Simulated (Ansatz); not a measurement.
`C[S][Zn][F]` + HCl → `[F][Zn][Cl]` + CH₃SH at 500 K and 1 bar (ligand exchange at a Zn–S bond).

Gas-phase electronic energies from Ansatz, PBE0-D4/def2-TZVP geometries. CCSD(T)/CBS is the MP2 limit (def2-TZVPP, def2-QZVPP) plus CCSD(T) − MP2 in def2-TZVPP, frozen cores. This one scheme is used for every species. For Zn outer-core shells are correlated without core-valence functions, which leaves a few kJ/mol of doubt a bond. Scalar relativity is left out up to krypton. Each species was taken in one conformer, which may not be the lowest.

```csv
species,CCSD(T)/CBS energy (Eh),H − E (kJ/mol),S (J/(mol·K))
`C[S][Zn][F]`,-2315.86770,145.0,384.8
HCl,-460.38127,32.5,201.9
`[F][Zn][Cl]`,-2338.03728,33.1,300.1
CH₃SH,-438.22835,145.1,283.7
```

H − E and S are ideal-gas, rigid-rotor, harmonic terms from PBE0-D4/def2-TZVP, for one conformer and one mirror image of each species. 1 Eh = 2625.50 kJ/mol, R = 8.31446 J/(mol·K).

By hand: ΔE, ΔH, ΔS and ΔG.

ΔE = (-2338.03728) + (-438.22835) − (-2315.86770) − (-460.38127) = -0.01666 Eh = -43.7 kJ/mol. Δ(H − E) = 33.1 + 145.1 − 145.0 − 32.5 = 0.7, so ΔH = -43.0 kJ/mol. ΔS = 300.1 + 283.7 − 384.8 − 201.9 = -2.9 J/(mol·K). ΔG = -43.0 − 500 × (-2.9)/1000 = -41.5 kJ/mol.

By hand: the equilibrium constant, and the temperature at which ΔG would vanish if ΔH and ΔS stayed fixed.

log₁₀ K = −ΔG/(RT ln 10) = 4.3. ΔG = 0 at ΔH/ΔS = 14828 K, far beyond where these terms or the molecules hold.

The number of gas molecules stays the same, so ΔS is small and ΔH decides. A doubt of 5 kJ/mol in ΔE shifts log₁₀ K by 0.5 here. Other conformers and mirror images would add mixing entropy, several J/(mol·K) or more a flexible species. These are equilibria of isolated gas molecules and say nothing of rates. Largest T1 diagnostic: 0.016 (customary marks: 0.02 for closed shells, 0.045 for open ones).
